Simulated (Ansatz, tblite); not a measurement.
Forces on the cluster AlSi3⁺ at its PBE0-D4/def2-TZVP geometry. Charge 1, multiplicity 1.

The xTB rows come from tblite. The structure comes from a short search, and lower isomers may exist.

GFN1-xTB (tblite), largest force 1.90 eV/Å:

```xyz
4
positions Å, forces eV/Å
Al    1.396    1.253   -0.230    0.841    0.755   -0.138
Si   -0.901    1.001    0.497   -0.220    0.862    0.241
Si   -1.305   -1.172    0.215   -1.402   -1.259    0.231
Si    0.810   -1.083   -0.482    0.781   -0.358   -0.333
```

GFN2-xTB (tblite), largest force 1.76 eV/Å:

```
Al 0.216 0.194 -0.036
Si 0.174 0.936 0.122
Si -1.300 -1.167 0.214
Si 0.910 0.038 -0.300
```

r2SCANh-D4/def2-TZVP (Ansatz), largest force 0.06 eV/Å:

```
Al -0.046 -0.041 0.008
Si 0.019 0.009 -0.005
Si 0.016 0.014 -0.003
Si 0.011 0.018 0.000
```
